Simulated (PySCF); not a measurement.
Gas-phase reaction: HfF₄ + 2 Cl₂ = HfCl₄ + 4 F

Computed with PySCF (xtb for GFN2) and rigid-rotor harmonic-oscillator thermochemistry at 1 bar. † marks an energy on the PBE0/def2-TZVP geometry and frequencies; other levels use their own. MP2 freezes the core. Open shells (unrestricted): F (multiplicity 2, electronic degeneracy 6); the rest are closed-shell singlets. GFN2 has no spin-polarisation term. Spin-orbit splitting is ignored; it lowers the true energy and changes the entropy of F. B3LYP is the form with VWN-RPA correlation. Hf: scalar-relativistic def2 core potential, no spin-orbit coupling. MP2 isn't extrapolated to the basis-set limit; its ΔH°(298 K) is 1047.0 kJ in def2-SVP and 1140.1 kJ in def2-TZVPP. The harmonic model lacks anharmonicity and excited electronic states, which grow with temperature; levels with a mode under 35 cm⁻¹ are left out. Soft modes under 120 cm⁻¹ make the harmonic entropy rough for HfCl₄.

| level | ΔE electronic, kJ | ΔH°(298 K), kJ | ΔS°(298 K), J/K | ΔG°(1400 K), kJ |
|---|---|---|---|---|
| B3LYP/def2-TZVP† | 1116 | 1111 | 243 | 752 |
| GFN2-xTB | 1455 | 1452 | 261 | 1070 |
| HF/def2-TZVP† | 543 | 538 | 243 | 179 |
| M06-2X/def2-TZVP† | 1079 | 1074 | 243 | 715 |
| MP2/def2-SVP† | 1052 | 1047 | 243 | 688 |
| MP2/def2-TZVPP† | 1145 | 1140 | 243 | 781 |
| PBE/def2-SVP | 1211 | 1206 | 241 | 850 |
| PBE/def2-TZVP† | 1215 | 1209 | 243 | 850 |
| PBE0/def2-QZVP† | 1103 | 1098 | 243 | 739 |
| ωB97M-V/def2-TZVP† | 1111 | 1106 | 243 | 747 |
| ωB97X-V/def2-TZVP† | 1108 | 1103 | 243 | 744 |
ΔH° is lowest at HF/def2-TZVP† and highest at GFN2-xTB. No reference value is set beside these.
